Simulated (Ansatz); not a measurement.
Relaxation of AlClF3H4O2Ta (12 atoms, charge 0, multiplicity 1), to a largest force component of 0.03 eV/Å in at most 50 steps.

Theory: RKS PBE/def2-SVP (Ansatz 0.2.0).

```xyz
12
Properties=species:S:1:pos:R:3
Ta -0.226 0.419 -0.220
F 2.524 -1.043 0.007
O -0.079 0.441 1.639
H 0.075 0.151 2.553
Cl -0.239 0.213 -2.792
F -1.773 1.461 -0.360
F -0.502 -1.441 -0.341
O 1.377 1.423 -0.678
Al 1.701 1.568 -2.486
H 2.963 0.670 -2.885
H 1.376 3.009 -3.086
H 2.815 -0.190 -0.238
```

Question: Where does it end, and by what steps?

Answer: The run converged. The force dipped under the threshold on the way, but the program's further checks kept it going. After 12 steps the energy has fallen by 0.299 eV; F2 moved furthest, 0.51 Å. Joined: Ta1–F2 (3.12 → 2.39 Å).

```
step  energy less start (eV)  largest force component (eV/Å)  accepted
   0                  0.0000                           2.075       yes
   1                 -0.1665                           0.315       yes
   2                 -0.2341                           0.431       yes
   3                 -0.2502                           0.475       yes
   4                 -0.2771                           0.315       yes
   5                 -0.2849                           0.155       yes
   6                 -0.2921                           0.101       yes
   7                 -0.2946                           0.175       yes
   8                 -0.2943                           0.459        no
   9                 -0.2967                           0.032       yes
  10                 -0.2976                           0.020       yes
  11                 -0.2989                           0.054       yes
  12                 -0.2991                           0.022       yes
```

```xyz
12
Properties=species:S:1:pos:R:3
Ta -0.011 0.302 -0.188
F 2.031 -0.931 0.000
O 0.097 0.419 1.672
H 0.084 0.191 2.613
Cl -0.052 0.071 -2.797
F -1.509 1.409 -0.379
F -0.587 -1.497 -0.306
O 1.497 1.319 -0.706
Al 1.735 1.586 -2.536
H 3.068 0.834 -2.996
H 1.273 3.034 -3.011
H 2.386 -0.056 -0.255
```

Whether the end is a true minimum wasn't checked by a vibrational analysis.

Run time: 40 s on 4 threads of Arm Neoverse V2, on a shared host, peak memory 0.26 GiB.
